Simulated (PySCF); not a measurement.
1,2-difluorocyclopenta-1,3-diene (C₅H₄F₂), SMILES FC1=C(F)CC=C1. Heavy atoms are numbered as in [F:1][C:2]1=[C:3]([F:4])[CH2:5][CH:6]=[CH:7]1. Hydrogens are named by the atom that carries them.

Geometry optimised at B3LYP-D3(BJ)/def2-SVP. One conformer was computed; it need not be the lowest.

These are CAM-B3LYP/def2-TZVP (PySCF) values and carry that method's errors.

Atomic charges (e), one atom of each kind:

```
atom      meta-Löwdin  Löwdin
--------  -----------  ------
F1              -0.26    0.20
C2               0.23   -0.27
C3               0.23   -0.27
F4              -0.26    0.20
C5 (CH2)        -0.22   -0.20
C6 (CH)         -0.13   -0.14
C7 (CH)         -0.14   -0.12
H on C5          0.14    0.16
H on C6          0.13    0.14
H on C7          0.13    0.15
```

Q: Give the Mayer and Wiberg (Löwdin basis) orders of the bonds. (Estimate from the structure and the level; the computed values follow.)

A: 
```csv
bond,Mayer,Wiberg
F1–C2,1.08,1.75
C2–C3,1.70,1.75
C3–F4,1.10,1.75
C3–C5,1.04,1.17
C5–C6,0.97,1.19
C2–C7,1.05,1.22
C6–C7,1.78,1.92
```
